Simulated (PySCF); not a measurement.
**Mayer bond orders and bond lengths**

C5H6F2O.
Atom-mapped SMILES: `[CH2:1]=[CH:2]/[CH:3]=[CH:4]/[O:5][CH:6]([F:7])[F:8]` (hydrogens: H9, H10 on C1; H11 on C2; H12 on C3; H13 on C4; H14 on C6)

Structure used (PBE0-D3(BJ)/def2-SVP), in Å, numbered top down from 1:
```
atom  x, y, z in Å
C1     2.4003    0.5515    1.5297
C2     1.7602   -0.1558    0.5881
C3     0.3749    0.0448    0.2061
C4    -0.2133   -0.7087   -0.7383
O5    -1.5035   -0.6476   -1.1548
C6    -2.4113    0.0153   -0.3826
F7    -3.6169   -0.3112   -0.8329
F8    -2.2643    1.3466   -0.5095
H9     1.8974    1.3496    2.0844
H10    3.4462    0.3553    1.7749
H11    2.3023   -0.9483    0.0581
H12   -0.1742    0.8527    0.6984
H13    0.3279   -1.4816   -1.2894
H14   -2.3139   -0.2481    0.6872
```

Bond orders from the PBE0/pcSseg-1 density (PySCF). One conformer (not necessarily the lowest) at the PBE0-D3(BJ)/def2-SVP geometry, without solvent, vibrations or thermal averaging.

Task: How far do the computed orders between heavy atoms stray from the drawn ones?

Result: The largest departure is 0.237, at C3–C4 (drawn double, 1.763).

Task: Set the Mayer orders of the bonds beside their lengths.

Result: 
```json
{"bond": "C1–C2", "drawn as": "double", "length (Å)": "1.340", "Mayer order": "1.898"}
{"bond": "C2–C3", "drawn as": "single", "length (Å)": "1.451", "Mayer order": "1.095"}
{"bond": "C3–C4", "drawn as": "double", "length (Å)": "1.344", "Mayer order": "1.763"}
{"bond": "C4–O5", "drawn as": "single", "length (Å)": "1.357", "Mayer order": "0.977"}
{"bond": "O5–C6", "drawn as": "single", "length (Å)": "1.364", "Mayer order": "0.987"}
{"bond": "C6–F7", "drawn as": "single", "length (Å)": "1.328", "Mayer order": "1.034"}
{"bond": "C6–F8", "drawn as": "single", "length (Å)": "1.345", "Mayer order": "0.971"}
{"bond": "C1–H9", "drawn as": "single", "length (Å)": "1.094", "Mayer order": "0.957"}
{"bond": "C1–H10", "drawn as": "single", "length (Å)": "1.092", "Mayer order": "0.947"}
{"bond": "C2–H11", "drawn as": "single", "length (Å)": "1.097", "Mayer order": "0.959"}
{"bond": "C3–H12", "drawn as": "single", "length (Å)": "1.094", "Mayer order": "0.936"}
{"bond": "C4–H13", "drawn as": "single", "length (Å)": "1.093", "Mayer order": "0.976"}
{"bond": "C6–H14", "drawn as": "single", "length (Å)": "1.106", "Mayer order": "0.950"}
```

Bonds between the same two heavy elements. C–C: lowest C2–C3 (1.095, 1.451 Å), highest C1–C2 (1.898, 1.340 Å). C–O: all 2 within 0.02 of one another (0.977 to 0.987). C–F: lowest C6–F8 (0.971, 1.345 Å), highest C6–F7 (1.034, 1.328 Å).

Task: Sum the orders of all bonds at each heavy atom with more than one neighbour and set the sums beside the valence in the SMILES.

Result: C1 3.802 (drawn 4), C2 3.952 (drawn 4), C3 3.794 (drawn 4), C4 3.716 (drawn 4), O5 1.964 (drawn 2), C6 3.942 (drawn 4). Orders between atoms that aren't bonded are not in these sums.

Mayer orders depend on the basis set.
